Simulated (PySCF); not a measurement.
C2H12OSi3.

```xyz
18

C     -2.8782     0.9869    -0.9216
C     -2.0722    -0.1204    -0.2813
O     -1.3144     0.4176     0.7927
Si    -0.1545    -0.4758     1.6057
Si     1.5409    -1.0469     0.0722
Si     1.7894     0.8265    -1.3215
H     -3.4880     0.5953    -1.7504
H     -3.5475     1.4486    -0.1798
H     -2.2105     1.7687    -1.3148
H     -1.4000    -0.5876    -1.0326
H     -2.7412    -0.9217     0.0920
H     -0.7619    -1.6821     2.2592
H      0.3982     0.4254     2.6556
H      1.1858    -2.2467    -0.7525
H      2.8262    -1.3355     0.7857
H      2.9315     0.6693    -2.2740
H      2.0253     2.0437    -0.4866
H      0.5380     1.0303    -2.1149
```

Coordinates come from a r2SCAN-D4/def2-SVP optimisation. The structure was generated by enumeration, and PubChem lists no compound with its InChIKey, so it may never have been made. One conformer was computed; it need not be the lowest.

Method: PBE/pcSseg-1 (PySCF). Non-relativistic, no solvent.

Computed absolute GIAO shielding of each atom: isotropic value and principal components (ppm):
```json
[
 {"atom": "C1", "σ(iso)": "159.9", "σ11": "142.3", "σ22": "157.6", "σ33": "179.7", "span": "37.4"},
 {"atom": "C2", "σ(iso)": "112.5", "σ11": "82.6", "σ22": "96.0", "σ33": "158.9", "span": "76.3"},
 {"atom": "O3", "σ(iso)": "291.8", "σ11": "259.0", "σ22": "299.0", "σ33": "317.3", "span": "58.4"},
 {"atom": "Si4", "σ(iso)": "351.5", "σ11": "272.5", "σ22": "323.4", "σ33": "458.5", "span": "186.0"},
 {"atom": "Si5", "σ(iso)": "457.4", "σ11": "448.0", "σ22": "453.3", "σ33": "470.9", "span": "22.8"},
 {"atom": "Si6", "σ(iso)": "446.1", "σ11": "441.1", "σ22": "443.5", "σ33": "453.6", "span": "12.5"},
 {"atom": "H7", "σ(iso)": "30.2", "σ11": "26.6", "σ22": "27.2", "σ33": "36.8", "span": "10.2"},
 {"atom": "H8", "σ(iso)": "29.8", "σ11": "26.2", "σ22": "27.7", "σ33": "35.4", "span": "9.1"},
 {"atom": "H9", "σ(iso)": "29.7", "σ11": "25.6", "σ22": "29.5", "σ33": "34.1", "span": "8.4"},
 {"atom": "H10", "σ(iso)": "27.6", "σ11": "23.4", "σ22": "29.2", "σ33": "30.1", "span": "6.7"},
 {"atom": "H11", "σ(iso)": "27.4", "σ11": "22.9", "σ22": "27.2", "σ33": "32.2", "span": "9.3"},
 {"atom": "H12", "σ(iso)": "25.5", "σ11": "21.5", "σ22": "24.4", "σ33": "30.7", "span": "9.2"},
 {"atom": "H13", "σ(iso)": "25.8", "σ11": "22.3", "σ22": "24.6", "σ33": "30.5", "span": "8.2"},
 {"atom": "H14", "σ(iso)": "27.5", "σ11": "24.6", "σ22": "25.4", "σ33": "32.5", "span": "7.9"},
 {"atom": "H15", "σ(iso)": "27.9", "σ11": "24.7", "σ22": "25.4", "σ33": "33.6", "span": "8.9"},
 {"atom": "H16", "σ(iso)": "27.4", "σ11": "24.1", "σ22": "24.9", "σ33": "33.3", "span": "9.2"},
 {"atom": "H17", "σ(iso)": "27.5", "σ11": "24.4", "σ22": "25.6", "σ33": "32.4", "span": "8.0"},
 {"atom": "H18", "σ(iso)": "27.6", "σ11": "23.6", "σ22": "27.2", "σ33": "32.0", "span": "8.3"}
]
```
